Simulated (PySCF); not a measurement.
PySCF input (BP86/def2-TZVPD):

```python
from pyscf import gto, scf, dft

mol = gto.M(
    atom='''
    C    -0.55982290   -0.38935176   -0.14055642
    C     0.69609575   -0.53485567   -0.05058747
    O    -0.12653497    0.88358548    0.18310703
    H    -1.54471547   -0.78451446   -0.32373956
    H     1.73935815   -0.73892478    0.00574662
    ''',
    basis='def2-tzvpd',
    charge=0,
    spin=0,
    verbose=4,
)

mf = dft.RKS(mol, xc='bp86').density_fit(auxbasis='def2-universal-jkfit')
mf.grids.level = 3
mf.conv_tol = 1e-9
mf.max_cycle = 100
mf.max_memory = 1500
mf.kernel()
if not mf.converged:
    mf = mf.newton()
    mf.kernel(mf.make_rdm1())
mf.analyze()
```

Output:

```
PySCF version 2.14.0

[INPUT] verbose = 4
[INPUT] num. atoms = 5
[INPUT] num. electrons = 22
[INPUT] charge = 0
[INPUT] spin (= nelec alpha-beta = 2S) = 0
[INPUT] symmetry False subgroup None
[INPUT] Mole.unit = angstrom
[INPUT] Symbol           X                Y                Z      unit          X                Y                Z       unit  Magmom
[INPUT]  1 C     -0.559822900000  -0.389351760000  -0.140556420000 AA   -1.057911959260  -0.735768192517  -0.265613138849 Bohr   0.0
[INPUT]  2 C      0.696095750000  -0.534855670000  -0.050587470000 AA    1.315430323974  -1.010730732471  -0.095596463635 Bohr   0.0
[INPUT]  3 O     -0.126534970000   0.883585480000   0.183107030000 AA   -0.239116438480   1.669734564842   0.346022138183 Bohr   0.0
[INPUT]  4 H     -1.544715470000  -0.784514460000  -0.323739560000 AA   -2.919089178679  -1.482517470161  -0.611779104087 Bohr   0.0
[INPUT]  5 H      1.739358150000  -0.738924780000   0.005746620000 AA    3.286910536030  -1.396365460854   0.010859537942 Bohr   0.0

nuclear repulsion = 61.174052227671
number of shells = 50
number of NR pGTOs = 181
number of NR cGTOs = 132
basis = def2-tzvpd
ecp = {}

******** <class 'pyscf.df.df_jk.DFRKS'> ********
method = DFRKS
initial guess = minao
damping factor = 0
level_shift factor = 0
DIIS = <class 'pyscf.scf.diis.CDIIS'>
diis_start_cycle = 1
diis_space = 8
diis_damp = 0
SCF conv_tol = 1e-09
SCF conv_tol_grad = None
SCF max_cycles = 100
direct_scf = False
XC library pyscf.dft.libxc version 7.1.2
    S. Lehtola, C. Steigemann, M. J. T. Oliveira, and M. A. L. Marques,  SoftwareX 7, 1–5 (2018)
XC functionals = bp86
    A. D. Becke,  Phys. Rev. A 38, 3098 (1988)
    J. P. Perdew,  Phys. Rev. B 33, 8822 (1986)
    J. P. Perdew,  Phys. Rev. B 34, 7406–7406 (1986)
radial grids:
    Treutler-Ahlrichs [JCP 102, 346 (1995); DOI:10.1063/1.469408] (M4) radial grids

becke partition: Becke, JCP 88, 2547 (1988); DOI:10.1063/1.454033
pruning grids: <function nwchem_prune>
grids dens level: 3
symmetrized grids: False
atomic radii adjust function: <function treutler_atomic_radii_adjust>
small_rho_cutoff = 0
Set gradient conv threshold to 3.16228e-05
Initial guess from minao.
tot grids = 61936
init E= -152.887016572799
  HOMO = -0.262125491087453  LUMO = -0.105393580607185  gap/eV = 4.26489
cycle= 1 E= -152.435746440893  delta_E= 0.451  |g|= 0.727  |ddm|=  2.6
  HOMO = -0.0712784646808409  LUMO = -0.000233486841783877  gap/eV = 1.93323
cycle= 2 E= -150.238082730537  delta_E=  2.2  |g|= 2.84  |ddm|= 3.06
  HOMO = -0.155097667581582  LUMO = -0.0254294359110176  gap/eV = 3.52845
[...]
cycle= 11 E= -152.544572025736  delta_E= -4.08e-10  |g|= 2.52e-06  |ddm|= 5.92e-05
  HOMO = -0.177839518205666  LUMO = -0.0540111549304871  gap/eV = 3.36954
Extra cycle  E= -152.544572025737  delta_E= -5.68e-13  |g|= 1.47e-06  |ddm|= 9.59e-06
converged SCF energy = -152.544572025737
**** SCF Summaries ****
Total Energy =                        -152.544572025736898
Nuclear Repulsion Energy =              61.174052227671027
One-electron Energy =                 -327.807418192500393
Two-electron Energy =                  114.088793939092440
Two-electron Coulomb Energy =          134.175055233549330
DFT Exchange-Correlation Energy =      -20.086261294456886
HOMO-LUMO gap [eV] =                     3.369541393305673
**** MO energy ****
MO #1   energy= -18.7870364769784  occ= 2
MO #2   energy= -9.98028225983286  occ= 2
MO #3   energy= -9.95986912292908  occ= 2
MO #4   energy= -0.969743874707817 occ= 2
MO #5   energy= -0.646757098236456 occ= 2
MO #6   energy= -0.55626385778498  occ= 2
MO #7   energy= -0.489033004808601 occ= 2
MO #8   energy= -0.369144005660238 occ= 2
MO #9   energy= -0.365654355528043 occ= 2
MO #10  energy= -0.307637488240257 occ= 2
MO #11  energy= -0.177839518205666 occ= 2
MO #12  energy= -0.0540111549304871 occ= 0
MO #13  energy= -0.0502110965464394 occ= 0
MO #14  energy= 0.0117001721443839 occ= 0
MO #15  energy= 0.0167624531960444 occ= 0
MO #16  energy= 0.0520537378248278 occ= 0
MO #17  energy= 0.0727092560051085 occ= 0
MO #18  energy= 0.073025883173201  occ= 0
MO #19  energy= 0.0911306850564221 occ= 0
MO #20  energy= 0.111541208267602  occ= 0
MO #21  energy= 0.123585380180891  occ= 0
MO #22  energy= 0.163370704867958  occ= 0
MO #23  energy= 0.177314531041768  occ= 0
MO #24  energy= 0.178282762410775  occ= 0
MO #25  energy= 0.197795913224681  occ= 0
MO #26  energy= 0.219854956876665  occ= 0
MO #27  energy= 0.226792830933089  occ= 0
MO #28  energy= 0.227211722152014  occ= 0
MO #29  energy= 0.233915639444288  occ= 0
MO #30  energy= 0.251995535900751  occ= 0
MO #31  energy= 0.259195551708422  occ= 0
MO #32  energy= 0.265322876882808  occ= 0
MO #33  energy= 0.298991041758562  occ= 0
MO #34  energy= 0.32471451068538   occ= 0
MO #35  energy= 0.325074169965006  occ= 0
MO #36  energy= 0.358737575658271  occ= 0
MO #37  energy= 0.361286873912523  occ= 0
MO #38  energy= 0.371351697916098  occ= 0
MO #39  energy= 0.400657519433878  occ= 0
MO #40  energy= 0.428489559215025  occ= 0
MO #41  energy= 0.440434452603223  occ= 0
MO #42  energy= 0.460530542222997  occ= 0
MO #43  energy= 0.507966040235711  occ= 0
MO #44  energy= 0.54173330000295   occ= 0
MO #45  energy= 0.542861067211631  occ= 0
MO #46  energy= 0.55524041286323   occ= 0
MO #47  energy= 0.558910799216104  occ= 0
MO #48  energy= 0.579271688553551  occ= 0
MO #49  energy= 0.593640757464028  occ= 0
MO #50  energy= 0.625096416855655  occ= 0
MO #51  energy= 0.636845461657853  occ= 0
MO #52  energy= 0.650507313647493  occ= 0
MO #53  energy= 0.694331685792871  occ= 0
MO #54  energy= 0.715810660942417  occ= 0
MO #55  energy= 0.784422555093652  occ= 0
MO #56  energy= 0.80935998508826   occ= 0
MO #57  energy= 0.830625190824541  occ= 0
MO #58  energy= 0.871007365209238  occ= 0
MO #59  energy= 0.904065938673659  occ= 0
MO #60  energy= 0.905602417526654  occ= 0
MO #61  energy= 0.945481740294458  occ= 0
MO #62  energy= 0.991408092924946  occ= 0
MO #63  energy= 1.05710856157377   occ= 0
MO #64  energy= 1.06371825990456   occ= 0
MO #65  energy= 1.11646037669408   occ= 0
MO #66  energy= 1.16546843994661   occ= 0
MO #67  energy= 1.2816054980173    occ= 0
MO #68  energy= 1.41706743783216   occ= 0
MO #69  energy= 1.47134844323822   occ= 0
MO #70  energy= 1.64346593750748   occ= 0
MO #71  energy= 1.64943976725401   occ= 0
MO #72  energy= 1.68199087661681   occ= 0
MO #73  energy= 1.70217847914258   occ= 0
MO #74  energy= 1.731916241258     occ= 0
MO #75  energy= 1.74109016212748   occ= 0
MO #76  energy= 1.80969553767759   occ= 0
MO #77  energy= 1.90120266501616   occ= 0
MO #78  energy= 1.91385408752973   occ= 0
MO #79  energy= 1.95990164011043   occ= 0
MO #80  energy= 2.06474246737477   occ= 0
MO #81  energy= 2.08436113722561   occ= 0
MO #82  energy= 2.18354656950884   occ= 0
MO #83  energy= 2.19069513499039   occ= 0
MO #84  energy= 2.30344342702967   occ= 0
MO #85  energy= 2.38222088894057   occ= 0
MO #86  energy= 2.47806469440211   occ= 0
MO #87  energy= 2.5170636649066    occ= 0
MO #88  energy= 2.57164609694112   occ= 0
MO #89  energy= 2.57356375733303   occ= 0
MO #90  energy= 2.60135861925257   occ= 0
MO #91  energy= 2.64271360732657   occ= 0
MO #92  energy= 2.74163132629231   occ= 0
MO #93  energy= 2.78721301818691   occ= 0
MO #94  energy= 2.82306580311317   occ= 0
MO #95  energy= 2.83905116796303   occ= 0
MO #96  energy= 2.8734333320793    occ= 0
MO #97  energy= 2.94620411470274   occ= 0
MO #98  energy= 3.00892681877445   occ= 0
MO #99  energy= 3.06668018987583   occ= 0
MO #100 energy= 3.07257683633067   occ= 0
MO #101 energy= 3.09598370473897   occ= 0
MO #102 energy= 3.13019691291836   occ= 0
MO #103 energy= 3.13980913448935   occ= 0
MO #104 energy= 3.27767145511716   occ= 0
MO #105 energy= 3.28380375912893   occ= 0
MO #106 energy= 3.34684801350074   occ= 0
MO #107 energy= 3.50201145306595   occ= 0
[...]
```
